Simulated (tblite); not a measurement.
C6H12N (charge +1).
Numbering: `[CH2:1]=[CH:2][CH2:3][N+:4](=[CH2:5])[CH2:6][CH3:7]` (hydrogens: H8, H9 on C1; H10 on C2; H11, H12 on C3; H13, H14 on C5; H15, H16 on C6; H17, H18, H19 on C7)
Bond orders are those of one Lewis drawing.

Computed with GFN2-xTB (tblite), gas phase: Langevin dynamics at 400 K from the optimised GFN2-xTB geometry, time step 0.5 fs, friction 0.01 fs⁻¹, 2000 steps. The instantaneous temperature is 2·E(kin)/(3Nk) with all 3N coordinates.

```json
{"t (fs)": "0", "T (K)": "325", "E(pot) above start (eV)": "0.000", "C1=C2 (Å)": "1.318", "C2–C3 (Å)": "1.512", "C3–N4 (Å)": "1.451", "N4=C5 (Å)": "1.267", "N4–C6 (Å)": "1.450", "C1–H8 (Å)": "1.076", "C1–C2–C3–N4 (°)": "-129"}
{"t (fs)": "25", "T (K)": "290", "E(pot) above start (eV)": "0.494", "C1=C2 (Å)": "1.303", "C2–C3 (Å)": "1.508", "C3–N4 (Å)": "1.432", "N4=C5 (Å)": "1.251", "N4–C6 (Å)": "1.433", "C1–H8 (Å)": "1.085", "C1–C2–C3–N4 (°)": "-113"}
{"t (fs)": "50", "T (K)": "383", "E(pot) above start (eV)": "0.710", "C1=C2 (Å)": "1.332", "C2–C3 (Å)": "1.551", "C3–N4 (Å)": "1.455", "N4=C5 (Å)": "1.259", "N4–C6 (Å)": "1.440", "C1–H8 (Å)": "1.084", "C1–C2–C3–N4 (°)": "-118"}
{"t (fs)": "75", "T (K)": "364", "E(pot) above start (eV)": "0.898", "C1=C2 (Å)": "1.359", "C2–C3 (Å)": "1.569", "C3–N4 (Å)": "1.502", "N4=C5 (Å)": "1.304", "N4–C6 (Å)": "1.423", "C1–H8 (Å)": "1.087", "C1–C2–C3–N4 (°)": "-103"}
{"t (fs)": "100", "T (K)": "430", "E(pot) above start (eV)": "1.037", "C1=C2 (Å)": "1.281", "C2–C3 (Å)": "1.468", "C3–N4 (Å)": "1.520", "N4=C5 (Å)": "1.272", "N4–C6 (Å)": "1.436", "C1–H8 (Å)": "1.065", "C1–C2–C3–N4 (°)": "-106"}
{"t (fs)": "125", "T (K)": "451", "E(pot) above start (eV)": "1.126", "C1=C2 (Å)": "1.289", "C2–C3 (Å)": "1.510", "C3–N4 (Å)": "1.493", "N4=C5 (Å)": "1.241", "N4–C6 (Å)": "1.496", "C1–H8 (Å)": "1.136", "C1–C2–C3–N4 (°)": "-103"}
{"t (fs)": "150", "T (K)": "487", "E(pot) above start (eV)": "0.956", "C1=C2 (Å)": "1.378", "C2–C3 (Å)": "1.510", "C3–N4 (Å)": "1.438", "N4=C5 (Å)": "1.280", "N4–C6 (Å)": "1.383", "C1–H8 (Å)": "1.086", "C1–C2–C3–N4 (°)": "-99"}
{"t (fs)": "175", "T (K)": "534", "E(pot) above start (eV)": "0.859", "C1=C2 (Å)": "1.337", "C2–C3 (Å)": "1.446", "C3–N4 (Å)": "1.533", "N4=C5 (Å)": "1.276", "N4–C6 (Å)": "1.425", "C1–H8 (Å)": "1.040", "C1–C2–C3–N4 (°)": "-109"}
{"t (fs)": "200", "T (K)": "392", "E(pot) above start (eV)": "0.987", "C1=C2 (Å)": "1.276", "C2–C3 (Å)": "1.525", "C3–N4 (Å)": "1.495", "N4=C5 (Å)": "1.270", "N4–C6 (Å)": "1.475", "C1–H8 (Å)": "1.138", "C1–C2–C3–N4 (°)": "-125"}
{"t (fs)": "225", "T (K)": "399", "E(pot) above start (eV)": "0.908", "C1=C2 (Å)": "1.322", "C2–C3 (Å)": "1.562", "C3–N4 (Å)": "1.414", "N4=C5 (Å)": "1.275", "N4–C6 (Å)": "1.426", "C1–H8 (Å)": "1.094", "C1–C2–C3–N4 (°)": "-132"}
{"t (fs)": "250", "T (K)": "240", "E(pot) above start (eV)": "0.995", "C1=C2 (Å)": "1.338", "C2–C3 (Å)": "1.523", "C3–N4 (Å)": "1.492", "N4=C5 (Å)": "1.290", "N4–C6 (Å)": "1.468", "C1–H8 (Å)": "1.010", "C1–C2–C3–N4 (°)": "-146"}
{"t (fs)": "275", "T (K)": "438", "E(pot) above start (eV)": "0.905", "C1=C2 (Å)": "1.318", "C2–C3 (Å)": "1.482", "C3–N4 (Å)": "1.454", "N4=C5 (Å)": "1.270", "N4–C6 (Å)": "1.437", "C1–H8 (Å)": "1.103", "C1–C2–C3–N4 (°)": "-151"}
{"t (fs)": "300", "T (K)": "483", "E(pot) above start (eV)": "0.811", "C1=C2 (Å)": "1.317", "C2–C3 (Å)": "1.514", "C3–N4 (Å)": "1.386", "N4=C5 (Å)": "1.275", "N4–C6 (Å)": "1.467", "C1–H8 (Å)": "1.128", "C1–C2–C3–N4 (°)": "-157"}
{"t (fs)": "325", "T (K)": "446", "E(pot) above start (eV)": "1.004", "C1=C2 (Å)": "1.295", "C2–C3 (Å)": "1.527", "C3–N4 (Å)": "1.473", "N4=C5 (Å)": "1.266", "N4–C6 (Å)": "1.517", "C1–H8 (Å)": "1.032", "C1–C2–C3–N4 (°)": "-151"}
{"t (fs)": "350", "T (K)": "369", "E(pot) above start (eV)": "1.057", "C1=C2 (Å)": "1.328", "C2–C3 (Å)": "1.501", "C3–N4 (Å)": "1.458", "N4=C5 (Å)": "1.281", "N4–C6 (Å)": "1.394", "C1–H8 (Å)": "1.073", "C1–C2–C3–N4 (°)": "-145"}
{"t (fs)": "375", "T (K)": "357", "E(pot) above start (eV)": "0.806", "C1=C2 (Å)": "1.364", "C2–C3 (Å)": "1.563", "C3–N4 (Å)": "1.456", "N4=C5 (Å)": "1.299", "N4–C6 (Å)": "1.470", "C1–H8 (Å)": "1.136", "C1–C2–C3–N4 (°)": "-139"}
{"t (fs)": "400", "T (K)": "268", "E(pot) above start (eV)": "0.747", "C1=C2 (Å)": "1.293", "C2–C3 (Å)": "1.539", "C3–N4 (Å)": "1.458", "N4=C5 (Å)": "1.250", "N4–C6 (Å)": "1.479", "C1–H8 (Å)": "1.046", "C1–C2–C3–N4 (°)": "-119"}
{"t (fs)": "425", "T (K)": "216", "E(pot) above start (eV)": "1.022", "C1=C2 (Å)": "1.286", "C2–C3 (Å)": "1.457", "C3–N4 (Å)": "1.431", "N4=C5 (Å)": "1.263", "N4–C6 (Å)": "1.460", "C1–H8 (Å)": "1.073", "C1–C2–C3–N4 (°)": "-136"}
{"t (fs)": "450", "T (K)": "396", "E(pot) above start (eV)": "0.716", "C1=C2 (Å)": "1.358", "C2–C3 (Å)": "1.505", "C3–N4 (Å)": "1.505", "N4=C5 (Å)": "1.263", "N4–C6 (Å)": "1.513", "C1–H8 (Å)": "1.125", "C1–C2–C3–N4 (°)": "-129"}
{"t (fs)": "475", "T (K)": "360", "E(pot) above start (eV)": "0.718", "C1=C2 (Å)": "1.378", "C2–C3 (Å)": "1.484", "C3–N4 (Å)": "1.410", "N4=C5 (Å)": "1.252", "N4–C6 (Å)": "1.410", "C1–H8 (Å)": "1.092", "C1–C2–C3–N4 (°)": "-130"}
{"t (fs)": "500", "T (K)": "311", "E(pot) above start (eV)": "0.662", "C1=C2 (Å)": "1.310", "C2–C3 (Å)": "1.479", "C3–N4 (Å)": "1.507", "N4=C5 (Å)": "1.282", "N4–C6 (Å)": "1.454", "C1–H8 (Å)": "1.072", "C1–C2–C3–N4 (°)": "-141"}
{"t (fs)": "525", "T (K)": "354", "E(pot) above start (eV)": "0.812", "C1=C2 (Å)": "1.274", "C2–C3 (Å)": "1.540", "C3–N4 (Å)": "1.487", "N4=C5 (Å)": "1.303", "N4–C6 (Å)": "1.443", "C1–H8 (Å)": "1.095", "C1–C2–C3–N4 (°)": "-142"}
{"t (fs)": "550", "T (K)": "348", "E(pot) above start (eV)": "0.902", "C1=C2 (Å)": "1.369", "C2–C3 (Å)": "1.562", "C3–N4 (Å)": "1.432", "N4=C5 (Å)": "1.282", "N4–C6 (Å)": "1.409", "C1–H8 (Å)": "1.099", "C1–C2–C3–N4 (°)": "-135"}
{"t (fs)": "575", "T (K)": "346", "E(pot) above start (eV)": "0.956", "C1=C2 (Å)": "1.358", "C2–C3 (Å)": "1.466", "C3–N4 (Å)": "1.452", "N4=C5 (Å)": "1.256", "N4–C6 (Å)": "1.487", "C1–H8 (Å)": "1.114", "C1–C2–C3–N4 (°)": "-143"}
{"t (fs)": "600", "T (K)": "536", "E(pot) above start (eV)": "0.775", "C1=C2 (Å)": "1.278", "C2–C3 (Å)": "1.481", "C3–N4 (Å)": "1.395", "N4=C5 (Å)": "1.250", "N4–C6 (Å)": "1.397", "C1–H8 (Å)": "1.045", "C1–C2–C3–N4 (°)": "-142"}
{"t (fs)": "625", "T (K)": "546", "E(pot) above start (eV)": "0.755", "C1=C2 (Å)": "1.279", "C2–C3 (Å)": "1.559", "C3–N4 (Å)": "1.499", "N4=C5 (Å)": "1.269", "N4–C6 (Å)": "1.441", "C1–H8 (Å)": "1.081", "C1–C2–C3–N4 (°)": "-143"}
{"t (fs)": "650", "T (K)": "451", "E(pot) above start (eV)": "0.964", "C1=C2 (Å)": "1.362", "C2–C3 (Å)": "1.546", "C3–N4 (Å)": "1.466", "N4=C5 (Å)": "1.289", "N4–C6 (Å)": "1.499", "C1–H8 (Å)": "1.122", "C1–C2–C3–N4 (°)": "-139"}
{"t (fs)": "675", "T (K)": "419", "E(pot) above start (eV)": "1.133", "C1=C2 (Å)": "1.333", "C2–C3 (Å)": "1.587", "C3–N4 (Å)": "1.383", "N4=C5 (Å)": "1.257", "N4–C6 (Å)": "1.418", "C1–H8 (Å)": "1.016", "C1–C2–C3–N4 (°)": "-123"}
{"t (fs)": "700", "T (K)": "480", "E(pot) above start (eV)": "0.993", "C1=C2 (Å)": "1.297", "C2–C3 (Å)": "1.493", "C3–N4 (Å)": "1.565", "N4=C5 (Å)": "1.295", "N4–C6 (Å)": "1.508", "C1–H8 (Å)": "1.106", "C1–C2–C3–N4 (°)": "-123"}
{"t (fs)": "725", "T (K)": "537", "E(pot) above start (eV)": "0.818", "C1=C2 (Å)": "1.321", "C2–C3 (Å)": "1.479", "C3–N4 (Å)": "1.518", "N4=C5 (Å)": "1.295", "N4–C6 (Å)": "1.435", "C1–H8 (Å)": "1.142", "C1–C2–C3–N4 (°)": "-112"}
{"t (fs)": "750", "T (K)": "387", "E(pot) above start (eV)": "0.765", "C1=C2 (Å)": "1.338", "C2–C3 (Å)": "1.533", "C3–N4 (Å)": "1.388", "N4=C5 (Å)": "1.261", "N4–C6 (Å)": "1.434", "C1–H8 (Å)": "1.014", "C1–C2–C3–N4 (°)": "-108"}
{"t (fs)": "775", "T (K)": "344", "E(pot) above start (eV)": "0.831", "C1=C2 (Å)": "1.326", "C2–C3 (Å)": "1.540", "C3–N4 (Å)": "1.476", "N4=C5 (Å)": "1.230", "N4–C6 (Å)": "1.524", "C1–H8 (Å)": "1.102", "C1–C2–C3–N4 (°)": "-109"}
{"t (fs)": "800", "T (K)": "423", "E(pot) above start (eV)": "0.856", "C1=C2 (Å)": "1.321", "C2–C3 (Å)": "1.497", "C3–N4 (Å)": "1.481", "N4=C5 (Å)": "1.267", "N4–C6 (Å)": "1.411", "C1–H8 (Å)": "1.125", "C1–C2–C3–N4 (°)": "-115"}
{"t (fs)": "825", "T (K)": "431", "E(pot) above start (eV)": "0.769", "C1=C2 (Å)": "1.312", "C2–C3 (Å)": "1.545", "C3–N4 (Å)": "1.445", "N4=C5 (Å)": "1.249", "N4–C6 (Å)": "1.477", "C1–H8 (Å)": "1.021", "C1–C2–C3–N4 (°)": "-123"}
{"t (fs)": "850", "T (K)": "323", "E(pot) above start (eV)": "1.148", "C1=C2 (Å)": "1.310", "C2–C3 (Å)": "1.554", "C3–N4 (Å)": "1.396", "N4=C5 (Å)": "1.286", "N4–C6 (Å)": "1.580", "C1–H8 (Å)": "1.108", "C1–C2–C3–N4 (°)": "-122"}
{"t (fs)": "875", "T (K)": "446", "E(pot) above start (eV)": "0.715", "C1=C2 (Å)": "1.313", "C2–C3 (Å)": "1.479", "C3–N4 (Å)": "1.479", "N4=C5 (Å)": "1.247", "N4–C6 (Å)": "1.431", "C1–H8 (Å)": "1.129", "C1–C2–C3–N4 (°)": "-128"}
{"t (fs)": "900", "T (K)": "386", "E(pot) above start (eV)": "0.952", "C1=C2 (Å)": "1.308", "C2–C3 (Å)": "1.485", "C3–N4 (Å)": "1.477", "N4=C5 (Å)": "1.270", "N4–C6 (Å)": "1.506", "C1–H8 (Å)": "1.016", "C1–C2–C3–N4 (°)": "-139"}
{"t (fs)": "925", "T (K)": "445", "E(pot) above start (eV)": "0.941", "C1=C2 (Å)": "1.311", "C2–C3 (Å)": "1.545", "C3–N4 (Å)": "1.374", "N4=C5 (Å)": "1.292", "N4–C6 (Å)": "1.534", "C1–H8 (Å)": "1.093", "C1–C2–C3–N4 (°)": "-121"}
{"t (fs)": "950", "T (K)": "292", "E(pot) above start (eV)": "0.935", "C1=C2 (Å)": "1.308", "C2–C3 (Å)": "1.544", "C3–N4 (Å)": "1.429", "N4=C5 (Å)": "1.252", "N4–C6 (Å)": "1.455", "C1–H8 (Å)": "1.145", "C1–C2–C3–N4 (°)": "-102"}
{"t (fs)": "975", "T (K)": "355", "E(pot) above start (eV)": "0.733", "C1=C2 (Å)": "1.320", "C2–C3 (Å)": "1.496", "C3–N4 (Å)": "1.459", "N4=C5 (Å)": "1.288", "N4–C6 (Å)": "1.460", "C1–H8 (Å)": "1.019", "C1–C2–C3–N4 (°)": "-116"}
{"t (fs)": "1000", "T (K)": "414", "E(pot) above start (eV)": "0.722", "C1=C2 (Å)": "1.330", "C2–C3 (Å)": "1.448", "C3–N4 (Å)": "1.458", "N4=C5 (Å)": "1.293", "N4–C6 (Å)": "1.478", "C1–H8 (Å)": "1.086", "C1–C2–C3–N4 (°)": "-120"}
```

Q: From 500 fs on, how do temperature and potential energy compare with equipartition?

A: The mean temperature of these 21 frames is 408 K against the target 400 K, and the mean potential energy 0.86 eV against 51 × kT/2 = 0.88 eV for 51 classical harmonic modes. For 19 atoms in a canonical ensemble the temperature itself scatters by T·√(2/(3N)) = 75 K; here its standard deviation is 73 K. The whole run lasts only 10 friction times of 100 fs, so these averages carry a wide statistical error.

Q: What are the kinetic and total energies of the listed frame with the highest potential energy?

A: The one at 850 fs, 1.148 eV above the start. Its kinetic energy is 3NkT/2 = 0.794 eV at 323 K, so the sum is 1.94 eV; over the listed frames the sum runs from 0.80 to 2.23 eV, since the thermostat adds and removes energy.

Q: How much do the listed bonds fluctuate from 500 fs on?

A: 
```json
{"bond": "C1=C2", "at the start (Å)": "1.318", "mean (Å)": "1.318", "standard deviation (Å)": "0.025"}
{"bond": "C2–C3", "at the start (Å)": "1.512", "mean (Å)": "1.517", "standard deviation (Å)": "0.038"}
{"bond": "C3–N4", "at the start (Å)": "1.451", "mean (Å)": "1.456", "standard deviation (Å)": "0.048"}
{"bond": "N4=C5", "at the start (Å)": "1.267", "mean (Å)": "1.272", "standard deviation (Å)": "0.020"}
{"bond": "N4–C6", "at the start (Å)": "1.450", "mean (Å)": "1.466", "standard deviation (Å)": "0.046"}
{"bond": "C1–H8", "at the start (Å)": "1.076", "mean (Å)": "1.083", "standard deviation (Å)": "0.043"}
```

The motion is classical and holds no zero-point motion.

What follows is the cost of the whole dynamics run. On one thread, Arm Neoverse V1 (aarch64), shared host, this took 11 s and 0.18 GiB of memory at its peak.
